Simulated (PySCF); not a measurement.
## Mayer bond orders and bond lengths

Species: [NbOF5]2- (charge -2 and singlet state).
Cartesian coordinates in Å at the PBE0-D3(BJ)/def2-SVP level; atoms count from 1:
```xyz
7
F5NbO angstrom
Nb    -0.0010   -0.0004    0.1439
O     -0.0163   -0.0088    1.8959
F      0.0147    0.0057   -1.9131
F      1.9585    0.0054   -0.0156
F     -1.9578   -0.0026   -0.0479
F     -0.0032    1.9585   -0.0235
F      0.0050   -1.9580   -0.0397
```

Bond orders from the PBE0/pcSseg-1 (def2-TZVP on Nb) density (PySCF). Whether so highly charged an anion holds all its electrons in the gas phase wasn't checked; a finite basis holds them in any case. No counter-ion or solvent screens the charge of this multiply charged ion. Atoms past krypton carry effective core potentials; spin–orbit coupling is left out. The pcSseg-1 basis has no diffuse functions, a weakness for an anion. The HOMO energy is positive at this level (+1.10 eV), so the outermost electrons may be held by the finite basis alone.

Task: Give the Mayer order of every bond, beside its length.

Result: 
```csv
bond,length (Å),Mayer order
Nb1–O2,1.752,1.962
Nb1–F3,2.057,0.653
Nb1–F4,1.966,0.735
Nb1–F5,1.966,0.735
Nb1–F6,1.966,0.735
Nb1–F7,1.966,0.735
```

By pair of heavy elements: F–Nb: lowest Nb1–F3 (0.653, 2.057 Å), highest Nb1–F4, Nb1–F5, Nb1–F6 and 1 more (0.735, 1.966 Å). Bonds named together lie within 0.004.

Task: Sum the orders of all bonds at each heavy atom with more than one neighbour.

Result: Nb1 5.555. Orders between atoms that aren't bonded are not in these sums.

Mayer orders depend on the basis set.
